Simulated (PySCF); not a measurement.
## Exercise with solution: chemical shift, span and skew from a shielding tensor

Ge(H)2(F)(Et) (C₂H₇FGe), SMILES [F][GeH2][CH2]C. Atoms are numbered in the order given.

```xyz
11

Ge     0.5399     0.3965    -0.1736
F      1.1985    -0.8565     0.8710
C     -1.2343    -0.2324    -0.7104
C     -2.1337    -0.5518     0.4878
H      0.4850     1.6723     0.6938
H      1.5297     0.5389    -1.3484
H     -1.6826     0.5425    -1.3562
H     -1.0859    -1.1224    -1.3441
H     -1.6729    -1.3147     1.1342
H     -2.3126     0.3415     1.1083
H     -3.1160    -0.9324     0.1642
```
Charge 0, spin multiplicity 1.

Geometry: B3LYP-D3(BJ)/def2-SVP. Other conformers were not sampled.

GIAO shieldings from PBE/pcSseg-1 in PySCF, non-relativistic, no solvent. The symmetric part of the tensor of C4 has the principal values 159.4, 167.5, 182.4 ppm. The same nucleus in TMS has σ = 182.0 ppm at this level (PySCF, at its B3LYP-D3(BJ)/def2-TZVP geometry).

Problem. Work out the isotropic shielding, the ¹³C shift against TMS, the span and the skew.

Solution. 
σ(iso) = (σ11 + σ22 + σ33)/3 = 169.8 ppm. δ = σ(ref) − σ(iso) = 182.0 − (169.8) = 12.2 ppm.
Span Ω = σ33 − σ11 = 23.0 ppm. Skew κ = 3(σ(iso) − σ22)/Ω = 0.30. Tumbling in solution averages the tensor to δ; in a static solid the shielding alone would spread this spin-1/2 line over Ω.
